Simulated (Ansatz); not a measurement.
Ansatz (an electronic-structure program) input file for H2O4W, SMILES [OH][W]([OH])(=[O])=[O], multiplicity 1, PBE-D3(BJ)/def2-SVP. 

Ansatz 0.2 input:
```yaml
crystal:
  periodic: [false, false, false]
  atoms:
    - {symbol: W, position_ang: [-0.00000000, 0.00000000, 0.02216784]}
    - {symbol: O, position_ang: [-0.00000000, -1.35528703, 1.05494586]}
    - {symbol: O, position_ang: [-0.00000001, 1.35528702, 1.05494586]}
    - {symbol: O, position_ang: [1.54179408, -0.00000000, -1.04937613]}
    - {symbol: H, position_ang: [2.48590510, 0.00000000, -0.86476786]}
    - {symbol: O, position_ang: [-1.54179405, -0.00000001, -1.04937614]}
    - {symbol: H, position_ang: [-2.48590509, -0.00000000, -0.86476790]}
basis:
  gaussian:
    orbitals: def2-SVP
hamiltonian:
  xc: pbe
  dispersion: d3bj
relax: {f_tol: 0.002, max_steps: 200}
```

Program output:

```
WARN ansatz: RAYON_NUM_THREADS=1 ignored (pool sized by the plan → 1); use --threads N
Functional definition: PBE
integrals: 0.04 GiB planned
995 factors; their error is unknown
mean field: 0.25 GiB planned
mean field evaluation 1: about -10014.1755 eV, gradient 1.2e2 eV
mean field evaluation 2: about -9704.1165 eV, gradient 3.4e2 eV
mean field evaluation 4: about -10036.6694 eV, gradient 2.9e1 eV
mean field evaluation 8: about -10038.4259 eV, gradient 5.8e-1 eV
mean field evaluation 16: about -10038.3800 eV, gradient 7.4e-4 eV
mean field -10038.38001804 eV, -368.9036614047 hartree, gradient 2.9e-5 eV, S^2 0.000000; 0 other end points of the search recorded, 0 dependent functions left out
the calculation of the forces begins
reference -10038.38008346 eV, -368.9036638089 hartree; 24, 24 occupied and 74, 74 virtual orbitals, 995 factors
relax step   1: F+E_penalty+E_count = -10038.51285135 eV  Δ(F+E_penalty+E_count) = +0.000e0 eV  max|allowed force component| = 1.057e0 eV/Å  Δτ_max = 0.0000 Å  (32 SCF iters, accepted)
these checks for a lower state are left out or cut short: starts, cluster_reference, orbital_swaps, neighbouring_geometries, increment
integrals: 0.04 GiB planned
995 factors; their error is unknown
mean field: 0.25 GiB planned
mean field -10038.42481919 eV, -368.9053078167 hartree, gradient 6.8e-6 eV, S^2 0.000000; 0 other end points of the search recorded, 0 dependent functions left out
the calculation of the forces begins
reference -10038.42488472 eV, -368.9053102247 hartree; 24, 24 occupied and 74, 74 virtual orbitals, 995 factors
relax step   2: F+E_penalty+E_count = -10038.55667248 eV  Δ(F+E_penalty+E_count) = -4.382e-2 eV  max|allowed force component| = 1.824e-1 eV/Å  Δτ_max = 0.0221 Å  (32 SCF iters, accepted)
these checks for a lower state are left out or cut short: starts, cluster_reference, orbital_swaps, neighbouring_geometries, increment
integrals: 0.04 GiB planned
995 factors; their error is unknown
mean field: 0.25 GiB planned
mean field evaluation 32: about -10038.4263 eV, gradient 3.4e-5 eV
mean field -10038.42633623 eV, -368.9053635665 hartree, gradient 1.6e-5 eV, S^2 0.000000; 0 other end points of the search recorded, 0 dependent functions left out
the calculation of the forces begins
reference -10038.42640181 eV, -368.9053659767 hartree; 24, 24 occupied and 74, 74 virtual orbitals, 995 factors
relax step   3: F+E_penalty+E_count = -10038.55826842 eV  Δ(F+E_penalty+E_count) = -1.596e-3 eV  max|allowed force component| = 6.084e-2 eV/Å  Δτ_max = 0.0064 Å  (30 SCF iters, accepted)
these checks for a lower state are left out or cut short: starts, cluster_reference, orbital_swaps, neighbouring_geometries, increment
integrals: 0.04 GiB planned
995 factors; their error is unknown
mean field: 0.25 GiB planned
mean field -10038.42755870 eV, -368.9054084915 hartree, gradient 1.5e-5 eV, S^2 0.000000; 0 other end points of the search recorded, 0 dependent functions left out
the calculation of the forces begins
reference -10038.42762438 eV, -368.9054109052 hartree; 24, 24 occupied and 74, 74 virtual orbitals, 995 factors
relax step   4: F+E_penalty+E_count = -10038.55965512 eV  Δ(F+E_penalty+E_count) = -1.387e-3 eV  max|allowed force component| = 1.028e-1 eV/Å  Δτ_max = 0.0169 Å  (31 SCF iters, accepted)
these checks for a lower state are left out or cut short: starts, cluster_reference, orbital_swaps, neighbouring_geometries, increment
integrals: 0.04 GiB planned
995 factors; their error is unknown
mean field: 0.25 GiB planned
mean field -10038.42801775 eV, -368.9054253612 hartree, gradient 1.5e-5 eV, S^2 0.000000; 0 other end points of the search recorded, 0 dependent functions left out
the calculation of the forces begins
reference -10038.42808351 eV, -368.9054277779 hartree; 24, 24 occupied and 74, 74 virtual orbitals, 995 factors
relax step   5: F+E_penalty+E_count = -10038.56022026 eV  Δ(F+E_penalty+E_count) = -5.651e-4 eV  max|allowed force component| = 6.176e-2 eV/Å  Δτ_max = 0.0151 Å  (32 SCF iters, accepted)
these checks for a lower state are left out or cut short: starts, cluster_reference, orbital_swaps, neighbouring_geometries, increment
integrals: 0.04 GiB planned
995 factors; their error is unknown
mean field: 0.25 GiB planned
mean field -10038.42799996 eV, -368.9054247075 hartree, gradient 1.4e-5 eV, S^2 0.000000; 0 other end points of the search recorded, 0 dependent functions left out
the calculation of the forces begins
reference -10038.42806571 eV, -368.9054271240 hartree; 24, 24 occupied and 74, 74 virtual orbitals, 995 factors
relax step   6: F+E_penalty+E_count = -10038.56025558 eV  Δ(F+E_penalty+E_count) = -3.532e-5 eV  max|allowed force component| = 4.903e-2 eV/Å  Δτ_max = 0.0070 Å  (32 SCF iters, accepted)
these checks for a lower state are left out or cut short: starts, cluster_reference, orbital_swaps, neighbouring_geometries, increment
integrals: 0.04 GiB planned
995 factors; their error is unknown
mean field: 0.25 GiB planned
mean field evaluation 64: about -10038.4281 eV, gradient 2.3e-5 eV
mean field -10038.42814287 eV, -368.9054299594 hartree, gradient 1.5e-5 eV, S^2 0.000000; 0 other end points of the search recorded, 0 dependent functions left out
the calculation of the forces begins
reference -10038.42820863 eV, -368.9054323761 hartree; 24, 24 occupied and 74, 74 virtual orbitals, 995 factors
relax step   7: F+E_penalty+E_count = -10038.56037452 eV  Δ(F+E_penalty+E_count) = -1.189e-4 eV  max|allowed force component| = 1.076e-3 eV/Å  Δτ_max = 0.0026 Å  (32 SCF iters, accepted)
integrals: 0.04 GiB planned
995 factors; their error is unknown
mean field: 0.25 GiB planned
mean field -10038.42814287 eV, -368.9054299594 hartree, gradient 1.5e-5 eV, S^2 0.000000; 1 other end points of the search recorded, 0 dependent functions left out
the calculation of the forces begins
reference -10038.42820863 eV, -368.9054323761 hartree; 24, 24 occupied and 74, 74 virtual orbitals, 995 factors
Total energy: -10038.56044028 eV, -368.9102917998 hartree
Atom 0 at     0.000000     0.000000     0.004164 Å, force     0.000000    -0.000000    -0.001076 eV/Å
Atom 1 at    -0.000000    -1.369450     1.055446 Å, force    -0.000000     0.000370     0.000462 eV/Å
Atom 2 at    -0.000000     1.369450     1.055446 Å, force    -0.000000    -0.000370     0.000462 eV/Å
Atom 3 at     1.557308     0.000000    -1.077650 Å, force     0.000412    -0.000000     0.000700 eV/Å
Atom 4 at     2.498178     0.000000    -0.827992 Å, force    -0.001016     0.000000    -0.000624 eV/Å
Atom 5 at    -1.557308    -0.000000    -1.077650 Å, force    -0.000412    -0.000000     0.000700 eV/Å
Atom 6 at    -2.498178    -0.000000    -0.827992 Å, force     0.001016    -0.000000    -0.000624 eV/Å
Dipole moment:     0.000000     0.000000    -0.418554 e Å
```

The run converged.

Cost: around 17 core-seconds (rough).
